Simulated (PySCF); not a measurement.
Two species compared at the same levels of theory.

First species: C3H12SSi3.
Numbering: `[CH2:1]=[CH:2][S:3][CH2:4][SiH:5]([SiH3:6])[SiH3:7]` (hydrogens: H8, H9 on C1; H10 on C2; H11, H12 on C4; H13 on Si5; H14, H15, H16 on Si6; H17, H18, H19 on Si7)

Geometry (GFN2-xTB, Å), atoms numbered from 1 in this order:
```xyz
19
C3H12SSi3 angstrom
C      3.4136    1.0726    0.2205
C      2.9878   -0.0821   -0.2636
S      1.3347   -0.6080   -0.4879
C      0.3432    0.7599    0.1798
Si    -1.5105    0.2441    0.2011
Si    -2.2143   -0.0429   -1.9970
Si    -1.7374   -1.5159    1.7089
H      2.7489    1.8568    0.5376
H      4.4668    1.2700    0.3159
H      3.6662   -0.8584   -0.5839
H      0.7068    0.9676    1.1848
H      0.5179    1.6348   -0.4445
H     -2.1228    1.4711    0.7674
H     -1.8379    1.0547   -2.8930
H     -1.6810   -1.2726   -2.5847
H     -3.6758   -0.1382   -2.0458
H     -2.3152   -1.0921    2.9887
H     -0.4668   -2.1719    2.0234
H     -2.6342   -2.5400    1.1648
```

Second species: C₈H₁₃F.
Numbering: `[CH3:1][CH:2]([CH3:3])[CH2:4][CH2:5][C:6]1=[C:7]([F:8])[CH2:9]1` (hydrogens: H10, H11, H12 on C1; H13 on C2; H14, H15, H16 on C3; H17, H18 on C4; H19, H20 on C5; H21, H22 on C9)

Geometry (GFN2-xTB, Å), atoms numbered from 1 in this order:
```xyz
22
C8H13F angstrom
C     -1.975    1.154    0.704
C     -1.599   -0.225    0.166
C     -2.513   -0.592   -1.003
C     -0.137   -0.279   -0.287
C      0.863   -0.139    0.869
C      2.242   -0.232    0.372
C      3.405   -0.787    0.260
F      4.262   -1.743    0.587
C      3.254    0.447   -0.554
H     -3.037    1.189    0.938
H     -1.426    1.389    1.612
H     -1.764    1.920   -0.038
H     -1.743   -0.964    0.963
H     -3.553   -0.600   -0.685
H     -2.267   -1.577   -1.393
H     -2.406    0.133   -1.807
H      0.046    0.515   -1.014
H      0.045   -1.235   -0.784
H      0.732    0.832    1.352
H      0.690   -0.924    1.611
H      3.736    1.367   -0.239
H      3.136    0.372   -1.630
```

Levels: PBE0/pcSseg-1 for dipole moment, HOMO energy, LUMO energy and HOMO–LUMO gap; GFN2-xTB for rotational constant A and rotational constant C. Geometries: GFN2-xTB. All species are isolated and taken at one optimised geometry, non-relativistic unless stated; the electronic structure was computed with PySCF and density fitting.

The conformers computed, where there is a choice (atom-mapped SMILES and torsion angles):
- `[CH2:1]=[CH:2][S:3][CH2:4][SiH:5]([SiH3:6])[SiH3:7]`: C1–C2–S3–C4 -3°, C2–S3–C4–Si5 -173°, S3–C4–Si5–Si6 -65°
- `[CH3:1][CH:2]([CH3:3])[CH2:4][CH2:5][C:6]1=[C:7]([F:8])[CH2:9]1`: C1–C2–C4–C5 67°, C2–C4–C5–C6 179°, C4–C5–C6–C7 -114°

Which has the higher HOMO energy?

The first: -6.37 eV against -6.81 eV, a difference of 0.44 eV.

Which has the higher dipole moment?

The second: 1.88 D against 1.17 D, a difference of 0.71 D.

Which of the two has the higher LUMO energy, and by how much?

The second: 0.87 eV against -0.69 eV, a difference of 1.56 eV.

Which has the higher HOMO–LUMO gap?

The second: 7.68 eV against 5.68 eV, a difference of 2.00 eV.

Which has the higher rotational constant C?

The second: 0.563 GHz against 0.535 GHz, a difference of 0.028 GHz.

Which has the higher rotational constant A?

The second: 3.994 GHz against 1.481 GHz, a difference of 2.513 GHz.

On the first: The dipole equals about 3.9 × 10⁻³⁰ C·m (1 D = 3.33564 × 10⁻³⁰ C·m).

On the second: The dipole equals about 6.3 × 10⁻³⁰ C·m (1 D = 3.33564 × 10⁻³⁰ C·m). A dipole of 1.88 D is allowed in C1, and pure rotational transitions are dipole-allowed.
